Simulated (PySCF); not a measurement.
# [Ho(OH)2]+ at several levels of theory

Computed with PySCF 2.14.0 (density fitting, no spin-orbit coupling) at the geometry relaxed with PBE0:

```xyz
5
[Ho(OH)2]+ (singlet in the valence; each metal's 4f electrons, 10 of them, lie in its core potential, out of spins and levels)
Ho    0.0000    0.0000   -0.5544
O     1.6285   -0.0347    0.5063
H     2.2898   -0.0491    1.2050
O    -1.6285    0.0347    0.5063
H    -2.2898    0.0491    1.2050
```

```json
{"level": "PBE0", "basis": "Ho lcecp-1-SVP with ECP56, O def2-SVP, H def2-SVP", "state": "singlet", "HOMO (eV)": "-13.68", "gap (eV)": "6.54", "charge on Ho1 (e)": "1.38", "population of f-type functions on Ho1 (polarisation alone where 4f lies in the core)": "0.08", "dipole about the centre of mass (D)": "2.45", "largest force component (eV/Å)": "0.01"}
{"level": "revPBE", "basis": "the same", "state": "singlet", "HOMO (eV)": "-12.03", "gap (eV)": "4.20", "charge on Ho1 (e)": "1.25", "population of f-type functions on Ho1 (polarisation alone where 4f lies in the core)": "0.07", "dipole about the centre of mass (D)": "2.09", "largest force component (eV/Å)": "0.56"}
{"level": "PBE0", "basis": "Ho lcecp-1-TZVP with ECP56, O def2-TZVP, H def2-TZVP", "state": "singlet", "HOMO (eV)": "-13.73", "gap (eV)": "6.61", "charge on Ho1 (e)": "1.77", "population of f-type functions on Ho1 (polarisation alone where 4f lies in the core)": "0.08", "dipole about the centre of mass (D)": "2.66", "largest force component (eV/Å)": "0.16"}
```

In the lcecp rows the 4f levels are missing from HOMO and gap, and the state counts the valence alone.

Charges are Mulliken's, which hang on the basis. The relaxation used the grid (50, 194), these runs (75, 302) or, all-electron (x2c bases, spin-free X2C Hamiltonian), (99, 590).

What does M06-L with Ho lcecp-1-SVP with ECP56, O def2-SVP, H def2-SVP give here?

state singlet, HOMO (eV) -12.22, gap (eV) 5.36, charge on Ho1 (e) 1.46, population of f-type functions on Ho1 (polarisation alone where 4f lies in the core) 0.07, dipole about the centre of mass (D) 2.54, largest force component (eV/Å) 0.46. Time: 3 s on 2 threads of Arm Neoverse V2, with other jobs on the host, from an already converged density.

In the first row's basis the gap widens with exact exchange: 4.2 to 5.4 eV for revPBE, M06-L (none); 6.5 eV for PBE0 (a fixed share).

An lcecp potential fixes the number of 4f electrons, so in runs with it no electron can move into or out of that shell.
